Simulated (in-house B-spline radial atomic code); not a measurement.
RPA and G0W0 on HSE06: P8+

Configuration [He] 2s2 2p3, highest spin, mean-field start HSE06. Computed with an all-electron radial atomic-structure program (B-spline basis): all electrons, scalar-relativistic (spin-free one-electron X2C), finite nucleus, each spin shell either full or empty, empty states to l = 9 with an (l + 1/2)⁻⁴ tail; G0W0 by contour deformation at full frequency.

Command:
```bash
python run_gw.py task.json out
```
Settings (radii: box in bohr, nucleus in fm):
```
Z                        15
electrons                7
configuration            [He] 2s2 2p3
hamiltonian              x2c
method                   hse06
lmax                     9
rms_radius               3.1889
spin_polarised           True
box_radius               7.7
intervals                67
```

Time taken, with all properties: 2.2 s on 1 thread of Arm Neoverse N1 (shared host).

Energies (hartree):

```json
{"term": "mean-field total", "value": "-306.29786"}
{"term": "Hartree-Fock functional on these orbitals", "value": "-306.19157"}
{"term": "direct second order", "value": "-0.42361"}
{"term": "second-order exchange", "value": "0.20508"}
{"term": "SOSEX correction", "value": "0.18747"}
```

Task: What is the RPA correlation energy, and what remains with SOSEX?

Result: RPA gives -0.3866 hartree (-1.5 eV per electron); RPA + SOSEX gives -0.19913, and the second-order doubles -0.21854 hartree (no singles). SOSEX takes back 48 % of the RPA value.

Quasi-particle levels (eV):

```tsv
level	occupied	mean field	Σx - vxc	Σc	QP weight	G0W0
2p up	yes	-354.24	-20.35	?	?	?
2s down	yes	-379.16	-12.48	-3.30	0.978	-394.94
1s down	yes	-2367.16	-71.67	14.92	0.952	-2423.91
2p down	no	-325.85	20.56	-4.13	0.984	-309.43
```

G0W0 = mean field + (Σx - vxc) + Σc, with Σc (partial-wave tail included) taken at the quasi-particle energy. Levels of low weight are left out.

Task: Where does G0W0 put 2p up?

Result: At -372.88 eV, with Σc = 1.71 eV and a quasi-particle weight of 0.978. The tabulated removal energy is 372.31 ± 0.21 eV (NIST, semi-empirical); the calculation leaves out spin-orbit coupling, Breit and QED terms, and what these don't explain is the method's own error.
